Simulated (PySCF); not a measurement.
Calculation: PBE-D3(BJ)/def2-TZVP // PBE0-D3(BJ)/def2-TZVP in PySCF 2.14.0. All species are isolated molecules in the gas phase. Excitations are Tamm–Dancoff values on a coarser integration grid. The basis has no diffuse functions, so Rydberg states are missing or too high.

Reference species (SMILES): `[Br][Al]([Br])[I]` (neutral, multiplicity 1).

```json
{
 "T1 excitation (TDA)": "4.34 eV",
 "HOMO": "-6.94 eV",
 "S1 oscillator strength": "0.005",
 "S1 excitation (TDA)": "4.61 eV"
}
```

Changed species: `[Br][Al]([Br])[Br]` (0 of 3 Br replaced by I; the reference has 1 of 3 Br replaced by I).

**Question.** What does the change do to the T1 excitation (TDA), HOMO, S1 oscillator strength and S1 excitation (TDA)?

**Answer.** the T1 excitation (TDA) rises by 0.53 eV, to 4.87 eV; the HOMO falls by 0.42 eV, to -7.36 eV; the S1 oscillator strength stays essentially unchanged; the S1 excitation (TDA) increases by 0.50 eV, to 5.11 eV.
